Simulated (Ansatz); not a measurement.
Geometry optimisation, RKS B3LYP-D4/def2-SVP in Ansatz 0.2.0.

Input:

```yaml
crystal:
  periodic: [false, false, false]
  atoms:
    - { symbol: B, position_ang: [-0.563337, -0.188119, 0.063742] }
    - { symbol: O, position_ang: [2.088939, 0.303442, -0.667365] }
    - { symbol: O, position_ang: [-0.240216, -1.464385, 0.301749] }
    - { symbol: C, position_ang: [0.033645, -0.550911, 1.468396] }
    - { symbol: H, position_ang: [1.83131, 0.426242, 0.258528] }
    - { symbol: C, position_ang: [-1.280955, 0.684946, -0.992457] }
    - { symbol: H, position_ang: [2.066272, -0.659277, -0.76654] }
    - { symbol: H, position_ang: [1.096932, -0.516371, 1.736664] }
    - { symbol: H, position_ang: [-0.609949, -0.76649, 2.329585] }
    - { symbol: H, position_ang: [-1.400831, 0.155235, -1.949733] }
    - { symbol: H, position_ang: [-2.285346, 0.949956, -0.618357] }
    - { symbol: H, position_ang: [-0.736465, 1.625731, -1.164111] }
basis:
  gaussian: { orbitals: def2-SVP }
hamiltonian:
  xc: b3lyp
  dispersion: d4
relax:
  f_tol: 0.03
  max_steps: 50
```

Command:

```bash
$ ansatz run input.yaml --threads 2 --pin off --max-ram 3072MiB --backend cpu --events-out ev --progress --plain --runs-dir out
```

Q: Where does it end, and by what steps?

A: The run converged. After 15 steps the energy has fallen by 0.120 eV; H5 moved furthest, 0.62 Å.

| step | energy less start (eV) | largest force component (eV/Å) | accepted |
| --- | --- | --- | --- |
| 0 | 0.0000 | 0.794 | yes |
| 1 | 0.0195 | 2.429 | no |
| 2 | -0.0332 | 0.788 | yes |
| 3 | -0.0567 | 0.435 | yes |
| 4 | -0.0790 | 0.232 | yes |
| 5 | -0.0934 | 0.184 | yes |
| 6 | -0.0557 | 1.680 | no |
| 7 | -0.1046 | 0.187 | yes |
| 8 | -0.1133 | 0.118 | yes |
| 9 | -0.1033 | 0.785 | no |
| 10 | -0.1152 | 0.068 | yes |
| 11 | -0.1163 | 0.225 | yes |
| 12 | -0.1193 | 0.140 | yes |
| 13 | -0.1124 | 0.463 | no |
| 14 | -0.1200 | 0.035 | yes |
| 15 | -0.1201 | 0.029 | yes |

```xyz
12
Properties=species:S:1:pos:R:3
B -0.450 -0.151 0.107
O 1.795 0.254 -0.792
O -0.127 -1.445 0.320
C -0.053 -0.556 1.526
H 2.365 0.497 -0.050
C -1.207 0.689 -0.954
H 1.749 -0.713 -0.740
H 0.966 -0.447 1.918
H -0.790 -0.825 2.294
H -1.108 0.263 -1.964
H -2.281 0.702 -0.692
H -0.859 1.733 -0.973
```

Whether the end is a true minimum wasn't checked by a vibrational analysis.

The run took 44 s on 2 threads of Intel(R) Xeon(R) Platinum 8488C (Sapphire Rapids) (shared host), peak memory 0.24 GiB.
